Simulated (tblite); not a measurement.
C3H8NSi2 (doublet state).
Z-matrix (Å and degrees, GFN2-xTB geometry), rows numbered from 1:
```
N 
C   1  1.2225
C   2  1.4901  1  128.53
Si  3  1.9403  2  111.90  1   -73.99
C   4  1.9138  3   87.42  2   116.88
Si  5  1.9208  4   93.14  3    -0.28
H   2  1.1028  1  119.60  3  -178.47
H   3  1.0899  2  109.38  1   159.43
H   4  1.4590  3  113.70  2    -0.40
H   4  1.4657  3  111.64  2  -126.84
H   5  1.0864  4  113.77  3  -118.07
H   5  1.0865  4  114.59  3   118.80
H   6  1.4551  3  113.60  2     2.07
H   6  1.4662  3  111.65  2   129.90
```

All values are computed: GFN2-xTB (tblite) harmonic vibrations without scaling, gas phase. The method is semi-empirical: single wavenumbers can be off by several per cent or more. Modes of hydrogen on silicon can be 10 to 20 % off. One conformer, not necessarily the lowest. Open shells enter through the occupations alone, without spin polarisation, and single modes of such species can be off by tens of per cent.

Harmonic wavenumbers (cm⁻¹): 35.2, 59.0, 160.1, 203.4, 339.3, 416.8, 432.4, 462.7, 485.1, 528.6, 570.2, 606.9, 659.1, 666.9, 698.1, 708.7, 747.1, 761.1, 785.5, 804.4, 930.4, 987.8, 1027.7, 1076.8, 1128.6, 1197.1, 1450.2, 1784.5, 2234.5, 2241.2, 2301.7, 2337.5, 2731.9, 2962.1, 3013.4, 3021.1.

A = 3062, B = 2181, C = 1558 MHz; mass 114.020 u (most abundant isotopes); point group C1, symmetry number 1; spin multiplicity 2.

Task: Zero-point energy?

Result: ½Σν̃ = 20279 cm⁻¹ = 242.59 kJ/mol.

Task: Entropy at 298.15 K, 1 bar (ideal gas, RRHO, classical rotation)?

Result: Translation 167.93, rotation 116.42, vibration 97.62, spin (R ln 2) 5.76: S = 387.7 J/(mol K).

Task: And Cp and H(298.15 K) − H(0)?

Result: Cp = 143.51 J/(mol K), of which vibrations give 110.25 (their classical limit is 36 R = 299.3); H(298.15 K) − H(0) = 25.29 kJ/mol without the zero-point energy, 15.37 from vibrations.

Task: How do the functions run with temperature in this model?

Result: 
| T (K) | S (J/(mol K)) | Cp (J/(mol K)) | H − H(0) (kJ/mol) | G − H(0) (kJ/mol) | ln q(vib) |
| --- | --- | --- | --- | --- | --- |
| 150 | 312.4 | 81.5 | 8.52 | -38.35 | 2.60 |
| 250 | 364.1 | 124.6 | 18.82 | -72.21 | 4.55 |
| 400 | 434.7 | 176.1 | 41.64 | -132.23 | 7.69 |
| 600 | 514.9 | 218.8 | 81.47 | -227.44 | 11.90 |
| 900 | 611.6 | 257.5 | 153.42 | -396.99 | 17.74 |

q(vib) and H(0) count from the zero-point level.

Task: Blend soft modes into free rotors: weight 1/[1 + (100 cm⁻¹/ν̃)⁴] for the oscillator and the rest for a rotor with moment μB/(μ + B), μ = h/(8π²ν), B = 10⁻⁴⁴ kg m². What vibrational entropy results?

Result: 86.76 J/(mol K) in place of 97.62, which changes −T·S at 298.15 K by +3.24 kJ/mol.

Task: Which modes carry the vibrational entropy at 298.15 K?

Result: 35.2 cm⁻¹: 23.06; 59.0 cm⁻¹: 18.79; 160.1 cm⁻¹: 10.66; 203.4 cm⁻¹: 8.80; 339.3 cm⁻¹: 5.09; 416.8 cm⁻¹: 3.78 J/(mol K); the other 30 give 27.44 together.

Task: What must be added to the electronic energy to get the Gibbs energy at 298.15 K and 1 bar?

Result: ZPE + [H(298.15 K) − H(0)] − T·S = 242.59 + 25.29 − 115.60 = 152.28 kJ/mol.

Hindered rotation and anharmonicity are outside this model. Other conformers, if any are populated, would add a mixing term that is left out. The structure is chiral; the term R ln 2 for an equal mix with its mirror image is left out.
